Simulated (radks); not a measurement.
Initial-state core-level shifts of the chromium ion Cr3+ when its valence configuration changes from [Ar] 3d3. Method: scalar-relativistic Kohn-Sham, r2SCAN, spin-polarised, spherical densities, finite nucleus; open shells are filled with parallel spins first; meta-GGA in the generalised Kohn-Sham scheme; Fermi nuclear charge, rms radius 3.6452 fm; computed with a radial shooting solver on a logarithmic mesh with Libxc functionals. Shifts are changes of the shell-averaged eigenvalues in eV (positive: less bound); the change of the density at the nucleus, which sets a Mossbauer isomer shift, is in e/bohr^3, on a base of 1.15e+04.

| valence | 2s | 2p | 3s | 3p | density at nucleus |
|---|---|---|---|---|---|
| 3d2 4s1 | -10.314 | -10.245 | -8.117 | -7.799 | +13.558 |
| 3d2.5 4p0.5 | -5.619 | -5.583 | -4.598 | -4.432 | +1.517 |
| 3d2 4p1 | -11.408 | -11.339 | -9.214 | -8.881 | +3.174 |
| 3d1 4p2 | -23.601 | -23.466 | -18.541 | -17.876 | +6.951 |
| 3d1 4s2 | -21.736 | -21.607 | -16.723 | -16.093 | +28.922 |
| 3d1.5 4s1 4p0.5 | -16.312 | -16.210 | -12.789 | -12.304 | +15.676 |
| 3d1.5 4p1.5 | -17.402 | -17.299 | -13.863 | -13.363 | +4.988 |
| 3d1 4s1 4p1 | -22.526 | -22.392 | -17.496 | -16.845 | +18.088 |
